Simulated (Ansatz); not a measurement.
Cost and result for the atomization energy of Cl$_{3}$ISi (`Cl[Si](Cl)(Cl)I`) (5 atoms, 4 bonds).

The species carries charge 0 and has multiplicity 1. Correlated methods include outer-core shells of I, which these sets cover unevenly. I takes the def2 core potential. All single points use the PBE0-D4/def2-TZVP geometry. Program: Ansatz. All runs use 4 threads of a server CPU on a shared host. Times are those of one run each, without the atoms' runs, and a repeat can differ threefold. Electronic energies, without spin–orbit coupling; frozen cores. CCSD(T)/CBS adds CCSD(T) − MP2 in def2-TZVPP to the MP2 limit, and its time is that of the two runs behind it. T1 = 0.009. With those shells the extrapolation isn't a true limit. B3LYP takes the VWN-RPA correlation (the form of Gaussian; ORCA's B3LYP/G).

CCSD(T)/CBS is a level of theory with its own doubt, some kJ/mol a heavy atom from the limit and from the frozen cores, so smaller differences don't rank the functionals.

```
                             level  functions  wall time
                BLYP-D4/def2-TZVPP        218      2.1 s
                  CCSD(T)/def2-SVP         98      2.4 s
              revPBE-D4/def2-TZVPP        218      2.6 s
                PBE0-D4/def2-TZVPP        218        4 s
           CAM-B3LYP-D4/def2-TZVPP        218      4.5 s
r2SCAN-D4/def2-TZVPP (with forces)        218        6 s
 B3LYP-D4/def2-TZVPP (with forces)        218        6 s
                 B2PLYP/def2-TZVPP        218      6.5 s
               PBE-QIDH/def2-TZVPP        218      6.5 s
                ωB97X-V/def2-TZVPP        218        9 s
                    MP2/def2-QZVPP        362       16 s
                CCSD(T)/def2-TZVPP        218       51 s
                 CCSD(T)/CBS(def2)          –       66 s
```

What atomization energy does each give, and how far from CCSD(T)/CBS? (Best estimate.)

Computed: 
| level | atomization (kJ/mol) | difference from CCSD(T)/CBS | per bond |
| --- | --- | --- | --- |
| BLYP-D4/def2-TZVPP | 1435.1 | -64.1 | -16.0 |
| CCSD(T)/def2-SVP | 1301.6 | -197.6 | -49.4 |
| revPBE-D4/def2-TZVPP | 1477.8 | -21.4 | -5.3 |
| PBE0-D4/def2-TZVPP | 1499.0 | -0.2 | 0.0 |
| CAM-B3LYP-D4/def2-TZVPP | 1439.8 | -59.4 | -14.8 |
| r2SCAN-D4/def2-TZVPP (with forces) | 1508.0 | 8.8 | 2.2 |
| B3LYP-D4/def2-TZVPP (with forces) | 1442.1 | -57.1 | -14.3 |
| B2PLYP/def2-TZVPP | 1432.9 | -66.3 | -16.6 |
| PBE-QIDH/def2-TZVPP | 1498.5 | -0.7 | -0.2 |
| ωB97X-V/def2-TZVPP | 1493.9 | -5.3 | -1.3 |
| MP2/def2-QZVPP | 1565.9 | 66.7 | 16.7 |
| CCSD(T)/def2-TZVPP | 1419.1 | -80.1 | -20.0 |
| CCSD(T)/CBS(def2) | 1499.2 | 0.0 | 0.0 |

The D4 term adds +49.0 kJ/mol with B3LYP and +25.4 kJ/mol with PBE0; it sums over pairs of atoms, weighted by their polarisabilities, and B3LYP, whose exchange is more repulsive, gets the larger term. At CCSD(T), def2-SVP lies −197.6 kJ/mol from the extrapolated value and def2-TZVPP −80.1 kJ/mol: correlation converges slowly with the basis, and small sets miss more of it in the bonded molecule than in its fragments. In def2-TZVPP, CCSD(T) changes the Hartree–Fock value by +359.5 kJ/mol (the triples alone add +44.0 kJ/mol) and MP2 by +459.2 kJ/mol; breaking electron pairs costs correlation energy, which Hartree–Fock lacks.

Spin–orbit coupling would lower the free I atoms strongly, and the atomization energy with them, by more than many differences here.
